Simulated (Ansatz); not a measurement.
`[K][I]` + NH₃ → `[NH2][K]` + HI  (ligand exchange at a K–I bond)

Calculated with Ansatz (gas phase, PBE0-D4/def2-TZVP geometries, no zero-point term in ΔE). CBS: MP2 limit from def2 TZ/QZ plus the TZ coupled-cluster correction, frozen cores. This one scheme is used for every species. Functionals use def2-TZVPP. HSE06 is defined as in plane-wave codes. def2 core potentials past Kr. For I, K outer-core shells are correlated without core-valence functions, which leaves a few kJ/mol of doubt a bond. Scalar relativity is left out up to krypton.

Task: Is it downhill or uphill in electronic energy at CCSD(T)/CBS, and by how much? (An estimate is asked.)

Result: Computed: Uphill: ΔE = +270.6 kJ/mol.

Task: What do these levels give: ωB97X-V, B2PLYP, revPBE, HSE06, CCSD/def2-QZVPP, HF/CBS(def2)? (An estimate is asked.)

Result: Ansatz gave: ωB97X-V 280.4, B2PLYP 275.5, revPBE 263.0, HSE06 282.0, CCSD/def2-QZVPP 278.3, HF/CBS(def2) 316.0 kJ/mol.

Largest T1 diagnostic among the species: 0.010.

From BLYP to BHLYP (50 % exact exchange), in def2-TZVPP and without D4, ΔE moves by +36.9 kJ/mol. In def2-TZVPP, CCSD(T) changes the Hartree–Fock value by −47.9 kJ/mol (the triples alone add −5.3 kJ/mol) and MP2 by −43.2 kJ/mol.
